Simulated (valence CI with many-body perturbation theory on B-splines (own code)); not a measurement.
**Co20+: electric-dipole lines**

Computed by valence CI with perturbative core correlation (CI+MBPT): five valence electrons over a frozen Dirac-Fock core [He], a basis of 9 s, 9 p, 8 d, 6 f, 3 g, 1 h functions for each j, with the one-electron correlation potential Σ1, the two-electron term Σ2, the three-electron term Σ3, Breit, model QED; selected CI, second order for the rest (own B-spline code, finite nucleus).

No measured spectrum was set against this ion. As an estimate, levels of excited configurations hold to 0.05 to 0.15 % of their energy, terms of the ground configuration to about 0.5 %. Among the levels kept, up to 2100 cm⁻¹ of a level comes from second order outside the variational space, and about a tenth of that is noise between levels of different J, which matters for small intervals.

Lines 51 to 100 of 277 in falling wavelength, among levels below 1086.7 eV, chosen from the strongest by gf and those to the six lowest levels. Wavelengths and rates use the calculated energies, so an error of 700 cm⁻¹ moves a line at 358.7 Å by 0.25 % and its rate by three times that or more. Electric multipoles are in the length gauge, E1 and E2 with the static RPA response of the core. Weak lines are less certain than strong ones. Lines between different terms over intervals too small for the method are left out, as are lines whose strength nearly cancels. The highest levels of a list are the least certain.

Names give the largest LS component (configuration and term), which can be under half, so a name can repeat, a term be missing and a line seem to break the LS rules; names also repeat where a configuration has a term twice. Letters in brackets count levels of one name in rising energy.

```csv
λ vac (Å),Upper,Lower,A (s⁻¹),log gf,Branch %
358.7,2s2 2p2 3d 2P_3/2 [a],2s2 2p2 3p 4D°_3/2 [b],8.87e+08,-1.16,0.0
356.5,2s2 2p2 3d 2D_3/2 [b],2s2 2p2 3p 2D°_3/2 [b],1.63e+09,-0.91,0.0
356.5,2s2 2p2 3p 2D°_5/2,2s2 2p2 3s 2D_5/2,2.71e+09,-0.51,4.1
352.2,2s2 2p2 3d 2D_5/2 [b],2s2 2p2 3p 2D°_3/2 [b],1.15e+09,-0.89,0.0
351.0,2s2 2p2 3d 4P_3/2,2s2 2p2 3p 4S°_3/2,1.91e+09,-0.85,0.0
350.4,2s2 2p2 3d 2F_7/2 [a],2s2 2p2 3p 4P°_5/2,2.48e+09,-0.44,34.2
350.1,2s2 2p2 3d 2F_7/2 [d],2s2 2p2 3p 2D°_5/2,2.74e+09,-0.39,0.0
348.9,2s2 2p2 3p 2D°_3/2 [a],2s2 2p2 3s 4P_3/2,1.09e+09,-1.10,1.5
347.8,2s2 2p2 3d 4D_3/2,2s2 2p2 3p 4P°_1/2,2.14e+09,-0.81,0.0
347.6,2s2 2p2 3d 4F_5/2 [b],2s2 2p2 3p 4D°_3/2 [b],2.55e+09,-0.56,0.1
345.0,2s2 2p2 3d 4P_1/2,2s2 2p2 3p 4S°_3/2,1.97e+09,-1.15,0.0
335.7,2s2 2p2 3d 4F_3/2,2s2 2p2 3p 4D°_1/2,3.29e+09,-0.65,0.2
329.8,2s2 2p2 3p 2P°_1/2 [a],2s2 2p2 3s 2P_3/2,2.46e+09,-1.09,3.3
327.5,2s2 2p2 3d 2D_5/2 [a],2s2 2p2 3p 2P°_3/2 [a],3.09e+09,-0.53,0.0
325.1,2s2 2p2 3d 2F_7/2 [d],2s2 2p2 3p 2F°_7/2,8.48e+08,-0.97,0.0
324.6,2s2 2p2 3d 2P_3/2 [a],2s2 2p2 3p 2S°_1/2,2.15e+09,-0.87,0.0
323.7,2s2 2p2 3p 2F°_5/2 [a],2s2 2p2 3s 4P_5/2,1.23e+09,-0.94,2.3
315.9,2s2 2p2 3p 2P°_3/2 [a],2s2 2p2 3s 2P_1/2,1.56e+09,-1.03,1.8
315.0,2s2 2p2 3d 4D_1/2,2s2 2p2 3p 2S°_1/2,2.64e+09,-1.10,0.1
309.6,2s2 2p2 3p 4S°_3/2,2s2 2p2 3s 4P_3/2,8.92e+08,-1.29,0.2
308.0,2s2 2p2 3d 4P_5/2,2s2 2p2 3p 4P°_5/2,2.03e+09,-0.76,0.0
296.7,2s2 2p2 3d 4P_3/2,2s2 2p2 3p 4P°_5/2,1.33e+09,-1.15,0.0
293.1,2s2 2p2 3d 2D_5/2 [c],2s2 2p2 3p 2D°_3/2 [b],6.87e+08,-1.27,0.0
292.6,2s2 2p2 3p 2P°_3/2 [b],2s2 2p2 3s 2D_3/2,3.86e+09,-0.70,0.3
285.5,2s2 2p2 3p 2P°_1/2 [a],2s2 2p2 3s 2P_1/2,2.30e+09,-1.25,3.1
282.6,2s2 2p2 3p 2P°_3/2 [b],2s2 2p2 3s 2D_5/2,1.07e+09,-1.29,0.1
278.6,2s2 2p2 3d 2D_5/2 [c],2s2 2p2 3p 2F°_5/2 [b],1.55e+09,-0.97,0.0
273.4,2s 2p3 3s 4S°_3/2,2s2 2p2 3s 2D_3/2,1.80e+09,-1.09,0.1
272.8,2s2 2p2 3d 2D_3/2 [a],2s2 2p2 3p 2D°_3/2 [a],1.68e+09,-1.12,0.0
264.6,2s 2p3 3s 4S°_3/2,2s2 2p2 3s 2D_5/2,1.67e+09,-1.15,0.1
250.0,2s2 2p2 3p 2D°_5/2,2s2 2p2 3s 2P_3/2,2.13e+09,-0.92,3.2
247.2,2s2 2p2 3p 2P°_3/2 [c],2s2 2p2 3s 2D_3/2,1.36e+09,-1.30,1.1
245.7,2s2 2p2 3p 2P°_1/2 [b],2s2 2p2 3s 2P_3/2,3.58e+09,-1.19,2.0
234.3,2s2 2p2 3p 2D°_3/2 [b],2s2 2p2 3s 2P_1/2,2.01e+09,-1.18,1.0
227.5,2s 2p4 4P_5/2,2s2 2p3 2P°_3/2,2.35e+07,-2.96,0.2
221.5,2s 2p3 3p 4P_5/2,2s2 2p2 3p 4S°_3/2,1.71e+09,-1.12,0.0
192.2,2s 2p4 4P_3/2,2s2 2p3 2P°_3/2,1.91e+08,-2.37,1.0
166.8,2s 2p3 3s 4D°_7/2,2s2 2p2 3s 2D_5/2,1.78e+09,-1.23,0.1
164.7,2s 2p4 4P_5/2,2s2 2p3 2D°_5/2,3.07e+08,-2.12,2.2
160.6,2s 2p4 4P_1/2,2s2 2p3 2P°_1/2,3.21e+08,-2.60,1.5
153.4,2s 2p4 4P_5/2,2s2 2p3 2D°_3/2,8.10e+08,-1.77,5.9
136.5,2s 2p4 4P_3/2,2s2 2p3 2D°_3/2,1.29e+08,-2.84,0.7
133.6,2s 2p4 2D_3/2,2s2 2p3 2P°_3/2,5.01e+08,-2.27,1.0
133.4,2s 2p3 3s 4D°_7/2,2s2 2p2 3s 4P_5/2,1.01e+10,-0.67,0.5
133.1,2p5 2P°_3/2,2s 2p4 2P_3/2,2.82e+10,-0.52,27.0
132.3,2s 2p4 4P_1/2,2s2 2p3 2D°_3/2,4.30e+08,-2.65,2.0
131.1,2p5 2P°_1/2,2s 2p4 2P_1/2,3.00e+10,-0.81,25.9
130.2,2s 2p3 3s 4D°_5/2,2s2 2p2 3s 4P_3/2,1.44e+10,-0.66,0.8
130.0,2s 2p4 2D_5/2,2s2 2p3 2P°_3/2,5.76e+09,-1.06,15.2
125.1,2s 2p4 4P_5/2,2s2 2p3 4S°_3/2,1.26e+10,-0.75,91.7
```

(1) How does gf follow from A for the line at 160.6 Å?

Results:

(1) gf = 1.4992 × (2J+1)_upper × A / σ², with σ = 622620 cm⁻¹ and 2J+1 = 2: gf = 0.00249.
